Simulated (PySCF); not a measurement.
A database entry of computed molecular properties. Lists by class give the value and the number of equivalent atoms.

```json
{
 "formula": "C4H7Cl2F",
 "smiles": "C[C@](Cl)(CF)CCl",
 "inchi": "InChI=1S/C4H7Cl2F/c1-4(6,2-5)3-7/h2-3H2,1H3/t4-/m1/s1",
 "charge": 0,
 "multiplicity": 1,
 "geometry_level": "GFN2-xTB",
 "atoms_angstrom": [
  ["C", -0.966, -1.137, -0.156],
  ["C", 0.016, 0.009, -0.363],
  ["Cl", 0.294, 0.221, -2.126],
  ["C", 1.38, -0.318, 0.248],
  ["F", 1.239, -0.548, 1.593],
  ["C", -0.556, 1.302, 0.208],
  ["Cl", 0.506, 2.698, -0.1],
  ["H", -1.097, -1.313, 0.91],
  ["H", -0.584, -2.044, -0.617],
  ["H", -1.929, -0.9, -0.6],
  ["H", 2.077, 0.517, 0.131],
  ["H", 1.798, -1.226, -0.194],
  ["H", -0.658, 1.208, 1.29],
  ["H", -1.52, 1.53, -0.245]
 ],
 "electronic_structure_code": "PySCF",
 "results": {
  "GFN2-xTB geometry": {
   "point_group": "C1",
   "rotational_constants_GHz": [1.837, 1.541, 1.087]
  },
  "PBE0/def2-SVPD ground state and vertical TDDFT (core frozen in the response)": {
   "dipole_D": 2.08,
   "homo_eV": -8.57,
   "lumo_eV": -0.08,
   "S1_eV": 7.02,
   "strongest_line_of_6_singlets_eV": 7.91,
   "T1_tda_eV": 6.4,
   "polarisability_au": 76.9,
   "r2_bohr2_about_centre_of_nuclear_charge": 1126.7,
   "singlets_eV_and_f": [
    [7.02, 0.0],
    [7.14, 0.001],
    [7.33, 0.001],
    [7.46, 0.004],
    [7.91, 0.01],
    [7.97, 0.003]
   ],
   "triplets_tda_eV": [6.4, 6.52]
  },
  "PBE0/pcSseg-1 ground state and GIAO shieldings, non-relativistic": {
   "shift_vs_computed_TMS_C_by_class_ppm": [
    [86.7, 1],
    [72.5, 1],
    [57.3, 1],
    [27.4, 1]
   ],
   "shift_vs_computed_TMS_H_by_class_ppm": [
    [5.28, 1],
    [4.35, 1],
    [3.98, 1],
    [3.58, 1],
    [1.6, 3]
   ],
   "shielding_other_nuclei_by_class_ppm": [
    ["F", 413.8, 1],
    ["Cl", 743.7, 1],
    ["Cl", 869.9, 1]
   ],
   "charges_hirshfeld_e_by_atom": [-0.12, 0.04, -0.05, 0.01, -0.1, -0.04, -0.06, 0.05, 0.05, 0.05, 0.03, 0.04, 0.05, 0.05]
  }
 }
}
```

No computed singlet falls in the visible range (750 to 380 nm, 1.65 to 3.26 eV); S1 lies 3.76 eV above its blue end. With B = h/(8π²I), that is 505.379 GHz u Å² over I, the principal moments of inertia are 275.1, 327.9 and 465.0 u Å² (most abundant isotopes); the inertial defect Ic − Ia − Ib is -138.0 u Å² (zero for a rigid planar frame, negative otherwise). The vertical singlet–triplet gap S1 − T1 is 0.62 eV (TDDFT singlet less Tamm–Dancoff triplet; S1: HOMO→LUMO, weight 0.88; T1: HOMO→LUMO, weight 0.71).

Geometry: GFN2-xTB, one conformer, isolated molecule. NMR classes are plain means over equivalent atoms (diastereotopic ones count apart unless rotation or inversion swaps them), as if these changed places fast; in this geometry the members of some classes differ.

The values belong to the conformer `[CH3:1][C@:2]([Cl:3])([CH2:4][F:5])[CH2:6][Cl:7]`: C1–C2–C4–F5 -59°, C1–C2–C6–Cl7 -176°.
